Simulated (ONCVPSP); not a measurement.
# Reading a pseudo-wave (O)

Columns: radius, all-electron u(r) and pseudo u(r) of the 2p shell (level -9.03 eV) of oxygen in the configuration [He] 2s2 2p4; PBE, scalar-relativistic, ONCV scheme, ONCVPSP 4.0.1.

| r (bohr) | all-electron | pseudo |
| --- | --- | --- |
| 0.060 | 0.0433 | 0.0205 |
| 0.120 | 0.1384 | 0.0794 |
| 0.180 | 0.2519 | 0.1695 |
| 0.240 | 0.3661 | 0.2803 |
| 0.300 | 0.4714 | 0.4001 |
| 0.360 | 0.5638 | 0.5173 |
| 0.420 | 0.6417 | 0.6225 |
| 0.480 | 0.7054 | 0.7095 |
| 0.540 | 0.7557 | 0.7756 |
| 0.600 | 0.7936 | 0.8210 |
| 0.660 | 0.8200 | 0.8482 |
| 0.720 | 0.8366 | 0.8609 |
| 0.780 | 0.8447 | 0.8630 |
| 0.840 | 0.8457 | 0.8578 |
| 0.900 | 0.8408 | 0.8477 |
| 0.960 | 0.8311 | 0.8345 |
| 1.020 | 0.8176 | 0.8189 |
| 1.080 | 0.8010 | 0.8014 |
| 1.140 | 0.7821 | 0.7822 |
| 1.200 | 0.7614 | 0.7614 |
| 1.260 | 0.7394 | 0.7394 |
| 1.320 | 0.7166 | 0.7166 |
| 1.380 | 0.6931 | 0.6931 |
| 1.440 | 0.6694 | 0.6694 |
| 1.500 | 0.6456 | 0.6456 |
| 1.560 | 0.6219 | 0.6219 |

Q: How many radial nodes do the two functions have?

A: The all-electron 2p function has n − l − 1 = 0; the pseudo-wave has 0.

Q: At about which radius was the pseudo-wave matched?

A: 1.20 bohr. The columns agree to 0.0005 from 1.08 bohr on; several derivatives are matched, so the curves merge somewhat inside the radius.

Q: Where does each function peak?

A: Outermost all-electron maximum near 0.84 bohr, pseudo maximum near 0.78 bohr (to the table’s step).

Q: Is the pseudo-wave norm-conserving?

A: Yes: the ONCV scheme keeps the norm inside the radius equal to the all-electron one, which fixes the energy derivative of the logarithmic derivative at the level.
